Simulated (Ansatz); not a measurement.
Species: SiH2S2Cl, net charge 0, doublet state. SMILES: S[Si](S)Cl
Geometry: optimised at B3LYP-D3(BJ)/def2-TZVP (Ansatz, a first-principles code).

Property: atomisation energy, in kcal/mol. Terms: non-relativistic; open shells spin-unrestricted; LANL2DZ with its own core potentials from Na on; 6-31G* and kin with 6d, 5d where marked; spin-orbit terms left out; dispersion terms only where a functional's name holds one; valence correlation only; 6-311+G** with 5d, 6d on Na to Ar in Ansatz; atomisation electronic, to ground-state atoms. CBS marks a two-point X^-3 extrapolation of the correlation energy; Hartree-Fock from the larger set. Ab initio and DFT rows: single points at B3LYP-D3(BJ) geometries (Ansatz).

Coupled cluster (Ansatz) is a level with limits of its own, used here on species with T1 under 0.025 (0.045 for open shells) and stable references: CCSD(T)/CBS(cc-pV(T+d)Z,cc-pV(Q+d)Z).

Value to compare with, CCSD(T)/CBS(cc-pV(T+d)Z,cc-pV(Q+d)Z) (Ansatz): 415.9 kcal/mol.

| level | program | atomisation energy (kcal/mol) | difference |
|---|---|---|---|
| HF/LANL2DZ | Ansatz | 187.3 | -228.6 |
| HF/6-311+G** | Ansatz | 272.8 | -143.1 |
| PBE/def2-SVP | Ansatz | 414.2 | -1.7 |
| B3LYP/def2-SVP | Ansatz | 394.3 | -21.6 |
| B3LYP/6-311+G** | Ansatz | 386.2 | -29.7 |
| MP2/6-31G* | Ansatz | 351.9 | -64.0 |
| r2SCAN-D4/def2-TZVPD | Ansatz + dftd4 | 422.7 | 6.8 |
| B3LYP-D3(BJ)/def2-TZVPD | Ansatz + dftd3 | 411.6 | -4.3 |

Among the 6 habitual levels, HF/LANL2DZ lies farthest from CCSD(T)/CBS(cc-pV(T+d)Z,cc-pV(Q+d)Z) (Ansatz) (-228.6 kcal/mol) and PBE/def2-SVP nearest (-1.7); 0 of 6 lie above it, and their mean absolute difference is 81.4 kcal/mol, the median 46.9. One case shows no general order.

The levels are drawn from those run, B3LYP/6-31G* more often than the rest, none by its result; left out are runs that failed, that the program found above a lower state of the same kind, or whose <S^2> lies over 0.5 above the pure value.
